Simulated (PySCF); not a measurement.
Isomers of C5H10N2, from PySCF 2.14.0, PBE0-D3(BJ)/def2-SVP geometry optimisation, gas phase. One conformer each, no zero-point energy, no frequencies.

Question: Which is lower in electronic energy at this level?
A. `[CH3:1][NH:2][C@H:3]1[CH:4]=[N:5][CH2:6][CH2:7]1` with C1–N2–C3–C4 77°: A = 5959, B = 1875, C = 1582 MHz, dipole 1.45 D
B. `[CH2:1]=[N:2]/[N:3]=[CH:4]\[CH:5]([CH3:6])[CH3:7]` with C1–N2–N3–C4 -111°, N3–C4–C5–C6 91°: A = 5026, B = 1632, C = 1418 MHz, dipole 2.08 D

Answer: A. That is `C1[C@H](C=NC1)NC`, 21.4 kcal/mol below the other.

```
        SMILES                                      mapped SMILES      E (Eh)  relative (kcal/mol)  relative (kJ/mol)  dipole (D)
CN[C@H]1C=NCC1   [CH3:1][NH:2][C@H:3]1[CH:4]=[N:5][CH2:6][CH2:7]1  -305.45128                  0.0                0.0        1.45
 C=N/N=C\C(C)C  [CH2:1]=[N:2]/[N:3]=[CH:4]\[CH:5]([CH3:6])[CH3:7]  -305.41721                 21.4               89.4        2.08
```

As drawn, the lower has an N–H bond, which the higher lacks; the higher has an N–N linkage, which the lower lacks.
